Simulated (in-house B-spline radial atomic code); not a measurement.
Inner levels of antimony as electrons are removed. A shift is the extra binding of the orbital against the neutral atom ([Kr] 4d10 5s2 5p3). The density at the nucleus is averaged over the nuclear charge. Computed with an all-electron radial atomic-structure program (B-spline basis): Dirac-Hartree-Fock, average of the configuration, finite nuclei.

```csv
ion,configuration,shift of 1s1/2 (eV),radius of 1s1/2 (bohr),Σ<r²> (bohr²),change of density at nucleus (bohr⁻³)
Sb35+,[Ne] 3s2 3p4,1962.67,0.028409,0.70538,727.07
Sb36+,[Ne] 3s2 3p3,2082.74,0.028405,0.60177,861.6
Sb37+,[Ne] 3s2 3p2,2204.69,0.0284,0.50114,998.64
Sb38+,[Ne] 3s2 3p1,2328.5,0.028396,0.4034,1138.2
Sb39+,[Ne] 3s2,2454.19,0.028391,0.30843,1280.26
Sb40+,[Ne] 3s1,2574.22,0.028389,0.21077,-1325.15
Sb41+,[He] 2s2 2p6,2695.76,0.028387,0.11543,-4009.17
Sb42+,[He] 2s2 2p5,2994.39,0.028365,0.10049,-3641.38
Sb43+,[He] 2s2 2p4,?,?,?,?
Sb44+,[He] 2s2 2p3,?,?,?,?
Sb45+,[He] 2s2 2p2,3917.23,0.028295,0.058782,-2506.8
Sb46+,[He] 2s2 2p1,4233.81,0.02827,0.045851,-2118.47
Sb47+,[He] 2s2,4554.84,0.028244,0.033373,-1725.19
Sb48+,[He] 2s1,?,?,?,?
Sb49+,1s2,5125.49,0.028227,0.0021533,-24690.5
Sb50+,1s1,6036.2,0.028005,0.0010588,-111152
```

Question: Fill in the row of Sb43+.

Answer: shift of 1s1/2 (eV): 3297.52; radius of 1s1/2 (bohr): 0.028342; Σ<r²> (bohr²): 0.086079; change of density at nucleus (bohr⁻³): -3268.34.

Question: Fill in the row of Sb44+.

Answer: shift of 1s1/2 (eV): 3605.14; radius of 1s1/2 (bohr): 0.028319; Σ<r²> (bohr²): 0.072184; change of density at nucleus (bohr⁻³): -2890.12.

Question: Fill in the row of Sb48+.

Answer: shift of 1s1/2 (eV): 4838.71; radius of 1s1/2 (bohr): 0.028241; Σ<r²> (bohr²): 0.017578; change of density at nucleus (bohr⁻³): -13057.2.
